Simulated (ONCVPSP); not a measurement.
## tantalum (Ta): ONCV pseudisation with LDA (Perdew-Wang 92), scalar-relativistic reference atom.

ONCVPSP 4.0.1 was run on this input:

```
# ATOM AND REFERENCE CONFIGURATION
# atsym  z   nc   nv     iexc    psfile
  Ta 73.00   10    4  -001012      upf
#
#   n    l    f
    1    0    2.00
    2    0    2.00
    2    1    6.00
    3    0    2.00
    3    1    6.00
    3    2   10.00
    4    0    2.00
    4    1    6.00
    4    2   10.00
    4    3   14.00
    5    0    2.00
    5    1    6.00
    5    2    3.00
    6    0    2.00
#
# PSEUDOPOTENTIAL AND OPTIMIZATION
# lmax
    2
#
#   l,   rc,      ep,       ncon, nbas, qcut
    0    1.60    0.00    4    8    6.50
    1    2.00    0.00    4    7    7.00
    2    1.80    0.00    4    8    6.40
#
# LOCAL POTENTIAL
# lloc, lpopt,  rc(5),   dvloc0
    4    5    1.10   -1.00
#
# VANDERBILT-KLEINMAN-BYLANDER PROJECTORs
# l, nproj, debl
    0    2    0.70
    1    2    0.60
    2    1    2.40
#
# MODEL CORE CHARGE
# icmod, fcfact, rcfact
    3    3.00    1.30
#
# LOG DERIVATIVE ANALYSIS
# epsh1, epsh2, depsh
   -4.00    5.00    0.02
#
# OUTPUT GRID
# rlmax, drl
    6.00    0.01
#
# TEST CONFIGURATIONS
# ncnf
    4
# nvcnf
#   n    l    f
    4
    5    0    2.00
    5    1    6.00
    5    2    3.00
    6    0    1.00
#
    4
    5    0    2.00
    5    1    6.00
    5    2    3.00
    6    0    0.00
#
    4
    5    0    2.00
    5    1    6.00
    5    2    2.00
    6    0    0.00
#
    5
    5    0    2.00
    5    1    6.00
    5    2    3.00
    6    0    1.00
    6    1    1.00
#
```

Command:

```bash
oncvpsp.x < Ta.dat > Ta.out
```

The program printed (shortened: citation, most of the input echo, consistency checks and plot data are left out):

```
ONCVPSP  (Optimized Norm-Conservinng Vanderbilt PSeudopotential)
scalar-relativistic version 4.0.1

#   n    l    f        energy (Ha)
    1    0    2.00    -2.4737703E+03
    2    0    2.00    -4.2506209E+02
    2    1    6.00    -3.7263265E+02
    3    0    2.00    -9.7354838E+01
    3    1    6.00    -8.1763684E+01
    3    2   10.00    -6.3541866E+01
    4    0    2.00    -1.9824077E+01
    4    1    6.00    -1.4707383E+01
    4    2   10.00    -8.1583744E+00
    4    3   14.00    -9.1612882E-01
    5    0    2.00    -2.6898249E+00
    5    1    6.00    -1.4538906E+00
    5    2    3.00    -1.3900802E-01
    6    0    2.00    -2.0626629E-01

Reference configufation results
  iterations    28
  all-electron total energy (Ha)   -1.55953442D+04

Begin loop to  construct optimized pseudo wave functions
and semi-local pseudopoentials for all angular momenta

Calculating optimized projector #   1

 for l=   0

    Fraction of norm inside rc  0.907855
    Optimizing pswf for qcut=   6.50 a_B^-1,  ecut=  21.10 Ha
    Residual kinetic energy error=  1.46D-04 Ha

    Energy error per electron        Cutoff
         Ha          eV             Ha
         0.01000     0.27211       14.06
         0.00100     0.02721       18.03
         0.00010     0.00272       25.44
         0.00001     0.00027       67.98

Calculating optimized projector #   2

 for l=   0

    Fraction of norm inside rc  0.046605
    Optimizing pswf for qcut=   6.50 a_B^-1,  ecut=  21.10 Ha
    Residual kinetic energy error=  7.17D-05 Ha

    Energy error per electron        Cutoff
         Ha          eV             Ha
         0.01000     0.27211       11.03
         0.00100     0.02721       16.52
         0.00010     0.00272       20.52
         0.00001     0.00027       45.22

WARNING wellstate: negative energy specified for n= 6 l=  1
WARNING scattering state with energy  0.25000000
WARNING will be used for the first projector

   Wellstate for l =  1  n =  6
     eigenvalue =   0.2500
     asymptotic potential =   0.7500
     half-point radius =  3.5557

Calculating optimized projector #   1

 for l=   1

    Fraction of norm inside rc  0.925544
    Optimizing pswf for qcut=   7.00 a_B^-1,  ecut=  24.53 Ha
    Residual kinetic energy error=  1.68D-07 Ha

    Energy error per electron        Cutoff
         Ha          eV             Ha
         0.01000     0.27211        8.34
         0.00100     0.02721       10.57
         0.00010     0.00272       12.46
         0.00001     0.00027       18.55

Calculating optimized projector #   2

 for l=   1

    Fraction of norm inside rc  0.117656
    Optimizing pswf for qcut=   7.00 a_B^-1,  ecut=  24.53 Ha
    Residual kinetic energy error=  1.62D-06 Ha

    Energy error per electron        Cutoff
         Ha          eV             Ha
         0.01000     0.27211        7.25
         0.00100     0.02721        9.68
         0.00010     0.00272       17.07
         0.00001     0.00027       21.72

Calculating optimized projector #   1

 for l=   2

    Fraction of norm inside rc  0.405904
    Optimizing pswf for qcut=   6.41 a_B^-1,  ecut=  20.55 Ha
    Residual kinetic energy error=  1.40D-06 Ha

    Energy error per electron        Cutoff
         Ha          eV             Ha
         0.01000     0.27211        9.88
         0.00100     0.02721       13.42
         0.00010     0.00272       16.28
         0.00001     0.00027       18.82

Construct Vanderbilt / Kleinmman-Bylander projectors

B matrix Hermiticity error, ll=   0
   1   2    3.1524E-04

  Orthonormal projector coefficients  1.5778E+01  2.2376E+00

B matrix Hermiticity error, ll=   1
   1   2    2.2976E-04

  Orthonormal projector coefficients  9.8548E+00  1.1096E+00

Model core correction analysis
  based on d2Exc/dn_idn_j

d2excae - all-electron derivatives

   -2.522943D-02   -2.240763D-02   -9.611756D-03   -1.909841D-03
   -2.240762D-02   -2.262051D-02   -1.289316D-02   -3.287772D-03
   -9.611773D-03   -1.289312D-02   -1.657044D-02   -1.352020D-02
   -1.909824D-03   -3.287623D-03   -1.351807D-02   -2.197310D-02

d2excps - pseudofunction derivatives with no core correction

   -4.511671D-02   -3.605239D-02   -1.315239D-02   -3.444942D-03
   -3.605346D-02   -3.235791D-02   -1.585543D-02   -4.341908D-03
   -1.315281D-02   -1.585559D-02   -1.811964D-02   -1.391541D-02
   -3.445191D-03   -4.341820D-03   -1.391328D-02   -2.227411D-02

rms 2nd derivative error    7.562553E-03

rmatch, rhocmatch    0.9891    8.5557

Teter function model core charge with specified parameters

d2excps - pseudofunction derivatives with core correction

   -3.276829D-02   -2.796859D-02   -1.140707D-02   -2.519343D-03
   -2.796871D-02   -2.662098D-02   -1.442838D-02   -3.788213D-03
   -1.140717D-02   -1.442838D-02   -1.763887D-02   -1.382080D-02
   -2.519352D-03   -3.788071D-03   -1.381867D-02   -2.219355D-02

rms 2nd derivative error    3.046140E-03

Pseudoatom total energy  -58.851822

Diagnostic tests using Vanderbilt-Kleinman-Bylander pseudopotentials
  1 or more projectors used as specified by nproj input data

   l    rcore       rmatch      e in        delta e   norm test  slope test

   0   1.6057329   1.6544864  -2.6898249  -0.0000015   1.0001843   1.0001826
   0   1.6057329   1.6544864  -0.2062663   0.0000049   1.0000544   1.0000496

   1   2.0035426   2.0643745  -1.4538906  -0.0000001   1.0001391   1.0001409
   1   2.0035426   2.0643745   0.2500000   0.0000118   1.0002453   1.0002453

   2   1.8098097   1.8647594  -0.1390080   0.0000020   1.0000035   1.0000066

 Testing for bound ghosts
   n   l    E NL Schr. Eq   E Basis Diag.   E Cutoff

   1   0       -2.689826       -2.689824    102.36
   2   0       -0.206261       -0.126691    102.36

   2   1       -1.453891       -1.453883     55.83

   3   2       -0.139006       -0.128994     78.55

 Testing for highly-localized positive-energy ghosts
       l    <radius>/rc     E Basis Diag.   E Cutoff

       0        0.214394        1.904186    102.36  WARNING - GHOST(+)

Test configuration 0

   n   l     f        eae           eps        diff
   1   0  2.0000-2473.77031256
   2   0  2.0000 -425.06208905
   2   1  6.0000 -372.63264963
   3   0  2.0000  -97.35483788
   3   1  6.0000  -81.76368361
   3   2 10.0000  -63.54186609
   4   0  2.0000  -19.82407657
   4   1  6.0000  -14.70738333
   4   2 10.0000   -8.15837441
   4   3 14.0000   -0.91612882
   5   0  2.0000   -2.68982487   -2.68982633   -1.46D-06
   5   1  6.0000   -1.45389064   -1.45389073   -9.19D-08
   5   2  3.0000   -0.13900802   -0.13900601    2.01D-06
   6   0  2.0000   -0.20626629   -0.20626142    4.87D-06

    Total energies and differences
      AE_ref= -1.55953442D+04  AE_tst= -1.55953442D+04  dif=  0.00D+00
      PS_ref= -5.88518222D+01  PS_tst= -5.88518222D+01  dif= -2.84D-14
      PSP excitation error=  2.84D-14

Test configuration 1

   n   l     f        eae           eps        diff
   1   0  2.0000-2474.04028140
   2   0  2.0000 -425.33030804
   2   1  6.0000 -372.90093880
   3   0  2.0000  -97.62313853
   3   1  6.0000  -82.03198611
   3   2 10.0000  -63.81005602
   4   0  2.0000  -20.09243828
   4   1  6.0000  -14.97572689
   4   2 10.0000   -8.42663470
   4   3 14.0000   -1.18428729
   5   0  2.0000   -2.95784342   -2.95856562   -7.22D-04
   5   1  6.0000   -1.72213146   -1.72246277   -3.31D-04
   5   2  3.0000   -0.39533187   -0.39524882    8.30D-05
   6   0  1.0000   -0.43753262   -0.43747277    5.98D-05

    Total energies and differences
      AE_ref= -1.55953442D+04  AE_tst= -1.55950247D+04  dif=  3.19D-01
      PS_ref= -5.88518222D+01  PS_tst= -5.85322495D+01  dif=  3.20D-01
      PSP excitation error= -8.29D-05

Test configuration 2

   n   l     f        eae           eps        diff
   1   0  2.0000-2474.35260788
   2   0  2.0000 -425.64023169
   2   1  6.0000 -373.21097073
   3   0  2.0000  -97.93277729
   3   1  6.0000  -82.34163088
   3   2 10.0000  -64.11960479
   4   0  2.0000  -20.40215602
   4   1  6.0000  -15.28544159
   4   2 10.0000   -8.73625985
   4   3 14.0000   -1.49362762
   5   0  2.0000   -3.26645362   -3.26851505   -2.06D-03
   5   1  6.0000   -2.02985650   -2.03088002   -1.02D-03
   5   2  3.0000   -0.68465087   -0.68443155    2.19D-04

    Total energies and differences
      AE_ref= -1.55953442D+04  AE_tst= -1.55944624D+04  dif=  8.82D-01
      PS_ref= -5.88518222D+01  PS_tst= -5.79699092D+01  dif=  8.82D-01
      PSP excitation error= -1.29D-04

Test configuration 3

   n   l     f        eae           eps        diff
   1   0  2.0000-2474.81796007
   2   0  2.0000 -426.10728867
   2   1  6.0000 -373.67805476
   3   0  2.0000  -98.39650394
   3   1  6.0000  -82.80538417
   3   2 10.0000  -64.58394658
   4   0  2.0000  -20.86588655
   4   1  6.0000  -15.74938122
   4   2 10.0000   -9.20048878
   4   3 14.0000   -1.95672383
   5   0  2.0000   -3.72505846   -3.73014183   -5.08D-03
   5   1  6.0000   -2.47825981   -2.48174825   -3.49D-03
   5   2  2.0000   -1.08242924   -1.08291787   -4.89D-04

    Total energies and differences
      AE_ref= -1.55953442D+04  AE_tst= -1.55935831D+04  dif=  1.76D+00
      PS_ref= -5.88518222D+01  PS_tst= -5.70904117D+01  dif=  1.76D+00
      PSP excitation error= -3.26D-04

Test configuration 4

   n   l     f        eae           eps        diff
   1   0  2.0000-2473.82743299
   2   0  2.0000 -425.11840448
   2   1  6.0000 -372.68895200
   3   0  2.0000  -97.41130020
   3   1  6.0000  -81.82013887
   3   2 10.0000  -63.59826556
   4   0  2.0000  -19.88064632
   4   1  6.0000  -14.76394527
   4   2 10.0000   -8.21489420
   4   3 14.0000   -0.97258865
   5   0  2.0000   -2.74624472   -2.74676641   -5.22D-04
   5   1  6.0000   -1.51012218   -1.51035587   -2.34D-04
   5   2  3.0000   -0.18746628   -0.18741531    5.10D-05
   6   0  1.0000   -0.24281674   -0.24279133    2.54D-05
   6   1  1.0000   -0.08140766   -0.08140646    1.20D-06

    Total energies and differences
      AE_ref= -1.55953442D+04  AE_tst= -1.55951878D+04  dif=  1.56D-01
      PS_ref= -5.88518222D+01  PS_tst= -5.86953726D+01  dif=  1.56D-01
      PSP excitation error= -2.63D-05
```

The run took about 4.1 s on one core of a shared server CPU.
